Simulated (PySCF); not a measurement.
Sn(Br)4, SMILES [Sn]([Br])([Br])([Br])[Br], singlet at its PBE0/def2-SVP optimised geometry (Å):

```
5

Br    -1.6440    -2.3259    -2.0144
Sn    -0.8223    -1.1629     0.0000
Br     1.6447    -1.1629     0.0000
Br    -1.6458    -2.3256     2.0140
Br    -1.6447     1.1629     0.0000
```

Computed with PBE0/def2-TZVP, def2 effective core potentials past Kr run with PySCF. The core electrons that the potentials of Sn replace are not part of the density.

Map of the electrostatic potential (hartree/e), clipped to [-0.08, 0.12] on the plane z = 0.8 Å:

```
|                           |
|                           |
|     ....                  |
|    ......                 |
|   ..::::..                |
|   .:-=++-:.               |
|   .-+%@@%=:               |
|   .=@@@@@@=.              |
|   :+@@@@@@*:              |
|   .*@@@@@@@-.             |
|   .+@@@@@@@=:..           |
|   .-@@@@@@@*=-:.          |
|   .:*@@@@@@@#+-:....      |
|   .:=%@@@@@@@%+==+=-:..   |
|  ..-+@@@@@@@@@@@@@@@*-:.. |
|  .:-*@@@@@@@@@@@@@@@@+-.. |
| ..:=#@@@@@@@@@@@@@@@@%-:..|
| ..:=%@@@@@@@@@@@@@@@@%=:..|
|  .:=%@@@@@@@@@@@@@@@@#-:..|
|  .:=%@@@@@@@@@@@@@@@@=:.. |
|   .-#@@@@@@@@@#*%@@*=:..  |
|   .:*@@@@@@@@*=---::..    |
|    .=#@@@@@#*=:..         |
|    .:=*#**+=-:..          |
|      .:---:::..           |
|        .......            |
|                           |
```
Scale: ten equal steps from -0.004 (start of ' ') to 0.120 (end of '@'), in the order ' .:-=+*#%@'; x runs from -4.00 to 4.00, y from -4.00 (bottom) to 4.00 (top).
